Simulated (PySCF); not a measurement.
CH$_{2}$BF (calculated)

All values are calculated (PySCF 2.14.0). Calculation on a computer-drawn molecule: vertical ionisation energy to the stated ion spin, frozen-core CCSD(T) at the basis limit and cheaper methods, single-reference cases, UHF for radicals, no spin-orbit; all values are single points at the evaluated structure, the first of each entry, which is the reference or a displaced copy of it and isn't optimised; the reference structure only sets the zero of the energies above reference; triples share is (T) over the correlation energy.

Common to all runs: charge 0; multiplicity 1; ion multiplicity 2; diffuse functions no; basis cc-pVnZ; reference is the Hartree-Fock double-zeta minimum; best is HF at quadruple zeta + MP2 correlation extrapolated from triple and quadruple zeta + CCSD(T) minus MP2 at triple zeta; basis step is the size of the change from the same recipe one zeta lower.

```json
{"entry": 1, "formula": "CH2BF", "evaluated_structure": {"atoms_angstrom": [["C", -0.2836, -0.9048, -1.1619], ["B", -0.8078, 0.0176, -1.9655], ["F", -1.091, 0.879, -2.9609], ["H", 0.7226, -1.2495, -1.0545], ["H", -0.973, -1.6309, -0.635]]}, "reference_structure": {"atoms_angstrom": [["C", -0.2585, -1.0104, -1.1686], ["B", -0.6693, -0.0546, -2.0755], ["F", -1.0518, 0.8355, -2.9198], ["H", 0.7922, -1.2121, -1.0028], ["H", -0.9752, -1.5865, -0.5972]]}, "given": {"drawn_bonds_atom": [1, 2, 1, 1], "drawn_bonds_other_atom": [2, 3, 4, 5], "drawn_bonds_order": [2, 1, 1, 1]}, "results": {"ionisation_energy_best [eV]": 9.609, "ionisation_energy_basis_step [eV]": 0.04191, "energy_above_reference_best [kcal/mol]": 8.065, "energy_above_reference_basis_step [kcal/mol]": 0.2331, "triple_zeta_method": ["HF", "PBE", "r2SCAN", "B3LYP", "wB97X", "MP2", "CCSD", "CCSD(T)"], "triple_zeta_ionisation_energy [eV]": [8.154, 9.411, 9.286, 9.47, 9.379, 9.446, 9.369, 9.451], "triple_zeta_energy_above_reference [kcal/mol]": [9.723, 6.912, 7.588, 7.441, 7.652, 8.18, 8.323, 8.144], "ionisation_energy_Koopmans_at_triple_zeta [eV]": 9.493, "ionisation_energy_EOM_CCSD_at_triple_zeta [eV]": 9.526, "total_energy_HF_triple_zeta [hartree]": -163.1913, "total_energy_CCSD(T)_triple_zeta [hartree]": -163.7319, "total_energy_best [hartree]": -163.8133, "T1_diagnostic_at_triple_zeta": 0.01427, "D1_diagnostic_at_triple_zeta": 0.04143, "ion_T1_diagnostic_at_triple_zeta": 0.01734, "ion_D1_diagnostic_at_triple_zeta": 0.05489, "ion_spin_squared_at_triple_zeta": 0.7569, "triples_share_at_triple_zeta": 0.03623, "basis_functions_triple_zeta": 118, "dipole_magnitude_HF_at_triple_zeta [debye]": 0.4966, "dipole_magnitude_CCSD_unrelaxed_at_triple_zeta [debye]": 0.4291, "dipole_magnitude_PBE_at_triple_zeta [debye]": 0.3952, "dipole_magnitude_r2SCAN_at_triple_zeta [debye]": 0.4156, "dipole_magnitude_B3LYP_at_triple_zeta [debye]": 0.4277, "dipole_magnitude_wB97X_at_triple_zeta [debye]": 0.4322}}
{"entry": 2, "formula": "CH2BF", "evaluated_structure": {"atoms_angstrom": [["C", -0.2836, -0.9048, -1.1619], ["B", -0.8078, 0.0176, -1.9655], ["F", -1.091, 0.879, -2.9609], ["H", 0.7226, -1.2495, -1.0545], ["H", -0.9578, -1.6149, -0.6466]]}, "reference_structure": {"atoms_angstrom": [["C", -0.2585, -1.0104, -1.1686], ["B", -0.6693, -0.0546, -2.0755], ["F", -1.0518, 0.8355, -2.9198], ["H", 0.7922, -1.2121, -1.0028], ["H", -0.9752, -1.5865, -0.5972]]}, "given": {"drawn_bonds_atom": [1, 2, 1, 1], "drawn_bonds_other_atom": [2, 3, 4, 5], "drawn_bonds_order": [2, 1, 1, 1]}, "results": {"ionisation_energy_best [eV]": 9.614, "ionisation_energy_basis_step [eV]": 0.04186, "energy_above_reference_best [kcal/mol]": 7.517, "energy_above_reference_basis_step [kcal/mol]": 0.2423, "triple_zeta_method": ["HF", "PBE", "r2SCAN", "B3LYP", "wB97X", "MP2", "CCSD", "CCSD(T)"], "triple_zeta_ionisation_energy [eV]": [8.159, 9.419, 9.293, 9.476, 9.385, 9.451, 9.375, 9.457], "triple_zeta_energy_above_reference [kcal/mol]": [8.994, 6.527, 7.058, 6.903, 7.075, 7.578, 7.747, 7.61], "ionisation_energy_Koopmans_at_triple_zeta [eV]": 9.488, "ionisation_energy_EOM_CCSD_at_triple_zeta [eV]": 9.532, "total_energy_HF_triple_zeta [hartree]": -163.1924, "total_energy_CCSD(T)_triple_zeta [hartree]": -163.7327, "total_energy_best [hartree]": -163.8142, "T1_diagnostic_at_triple_zeta": 0.01425, "D1_diagnostic_at_triple_zeta": 0.04138, "ion_T1_diagnostic_at_triple_zeta": 0.01732, "ion_D1_diagnostic_at_triple_zeta": 0.0549, "ion_spin_squared_at_triple_zeta": 0.7567, "triples_share_at_triple_zeta": 0.03613, "basis_functions_triple_zeta": 118, "dipole_magnitude_HF_at_triple_zeta [debye]": 0.5027, "dipole_magnitude_CCSD_unrelaxed_at_triple_zeta [debye]": 0.4305, "dipole_magnitude_PBE_at_triple_zeta [debye]": 0.3955, "dipole_magnitude_r2SCAN_at_triple_zeta [debye]": 0.4167, "dipole_magnitude_B3LYP_at_triple_zeta [debye]": 0.4293, "dipole_magnitude_wB97X_at_triple_zeta [debye]": 0.4345}}
{"entry": 3, "formula": "CH2BF", "evaluated_structure": {"atoms_angstrom": [["C", -0.2836, -0.9048, -1.1619], ["B", -0.8078, 0.0176, -1.9655], ["F", -1.091, 0.879, -2.9609], ["H", 0.7226, -1.2495, -1.0545], ["H", -1.0205, -1.681, -0.5987]]}, "reference_structure": {"atoms_angstrom": [["C", -0.2585, -1.0104, -1.1686], ["B", -0.6693, -0.0546, -2.0755], ["F", -1.0518, 0.8355, -2.9198], ["H", 0.7922, -1.2121, -1.0028], ["H", -0.9752, -1.5865, -0.5972]]}, "given": {"drawn_bonds_atom": [1, 2, 1, 1], "drawn_bonds_other_atom": [2, 3, 4, 5], "drawn_bonds_order": [2, 1, 1, 1]}, "results": {"ionisation_energy_best [eV]": 9.593, "ionisation_energy_basis_step [eV]": 0.04186, "energy_above_reference_best [kcal/mol]": 11.98, "energy_above_reference_basis_step [kcal/mol]": 0.2101, "triple_zeta_method": ["HF", "PBE", "r2SCAN", "B3LYP", "wB97X", "MP2", "CCSD", "CCSD(T)"], "triple_zeta_ionisation_energy [eV]": [8.14, 9.39, 9.266, 9.45, 9.36, 9.431, 9.351, 9.434], "triple_zeta_energy_above_reference [kcal/mol]": [14.3, 10.33, 11.46, 11.31, 11.72, 12.32, 12.34, 12.03], "ionisation_energy_Koopmans_at_triple_zeta [eV]": 9.512, "ionisation_energy_EOM_CCSD_at_triple_zeta [eV]": 9.51, "total_energy_HF_triple_zeta [hartree]": -163.1840, "total_energy_CCSD(T)_triple_zeta [hartree]": -163.7257, "total_energy_best [hartree]": -163.8071, "T1_diagnostic_at_triple_zeta": 0.01435, "D1_diagnostic_at_triple_zeta": 0.04165, "ion_T1_diagnostic_at_triple_zeta": 0.01742, "ion_D1_diagnostic_at_triple_zeta": 0.05484, "ion_spin_squared_at_triple_zeta": 0.7578, "triples_share_at_triple_zeta": 0.03655, "basis_functions_triple_zeta": 118, "dipole_magnitude_HF_at_triple_zeta [debye]": 0.4726, "dipole_magnitude_CCSD_unrelaxed_at_triple_zeta [debye]": 0.4219, "dipole_magnitude_PBE_at_triple_zeta [debye]": 0.3917, "dipole_magnitude_r2SCAN_at_triple_zeta [debye]": 0.4096, "dipole_magnitude_B3LYP_at_triple_zeta [debye]": 0.4192, "dipole_magnitude_wB97X_at_triple_zeta [debye]": 0.4221}}
```
